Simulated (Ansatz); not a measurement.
A made-up structure of CHOSe, doublet:

O1  (-0.921, 0.201, -0.221)
C2  (0.504, 0.019, 0.021)
Se3  (1.490, -1.260, 1.089)
H4  (-1.074, 1.040, -0.889)
(Å)

It is relaxed with PBE-D4/def2-SVP and then PBE0-D4/def2-TZVP (Ansatz 0.2.0). Atoms count as bonded within 1.22 times the sum of their covalent radii (H–H: 0.88 Å). The end point is not checked to be a true minimum.

**Question.** Does its bonding change? (Judge from chemistry; the calculation decides.)

**Answer.** The calculation gives: No: no bond forms or breaks.

Where it ends: The first stage lowers the energy by 1.02 eV in 7 steps. It ends as CHOSe ([OH][C][Se]):
```csv
atom,x (Å),y (Å),z (Å)
O1,-0.8222,0.1790,-0.1974
C2,0.4503,0.0166,0.0184
Se3,1.3314,-1.1244,0.9725
H4,-0.9594,0.9288,-0.7935
```

Labels in which every atom is bracketed show which atoms are joined, not bond orders.

For scale, one of the runs: PBE0-D4/def2-TZVP relaxation, 116 basis functions, launched by `ansatz run in.yaml --threads 2 --pin off --events-out ev --progress --plain --max-ram 4352MiB`. The run took about 20 s on 2 CPU threads of an Arm Neoverse V2 (shared host).
